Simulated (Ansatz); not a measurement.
`FBB([SiH3])Br` + H–F → `FB([SiH3])Br` + `BF`  (cleavage of the B–B bond)

Computed with Ansatz on PBE0-D4/def2-TZVP structures; ΔE is electronic, products minus reactants. CCSD(T)/CBS is the MP2 limit (def2-TZVPP, def2-QZVPP) plus CCSD(T) − MP2 in def2-TZVPP, frozen cores. This one scheme is used for every species. Functionals use def2-TZVPP. For Br outer-core shells are correlated without core-valence functions, which leaves a few kJ/mol of doubt a bond. Scalar relativity is left out up to krypton. Each species was taken in one conformer, which may not be the lowest.

```tsv
species	r2SCAN-D4 energy (Eh)
`FBB([SiH3])Br`	-3015.59192
H–F	-100.44667
`FB([SiH3])Br`	-2990.18451
`BF`	-125.91497
```

Problem. Work out ΔE.

Solution. ΔE = (-2990.18451) + (-125.91497) − (-3015.59192) − (-100.44667) = -0.06089 Eh = -159.9 kJ/mol. CCSD(T)/CBS gives -150.8 kJ/mol.

Largest T1 diagnostic among the species: 0.013.

At CCSD(T), def2-SVP lies −26.2 kJ/mol from the extrapolated value and def2-TZVPP −4.7 kJ/mol. From BLYP to BHLYP (50 % exact exchange), in def2-TZVPP and without D4, ΔE moves by −3.2 kJ/mol. The D4 term adds +6.2 kJ/mol with B3LYP and +3.5 kJ/mol with PBE0; it sums over pairs of atoms, weighted by their polarisabilities, and B3LYP, whose exchange is more repulsive, gets the larger term.

B3LYP here is the variant with VWN-RPA as its local correlation; programs differ in this.
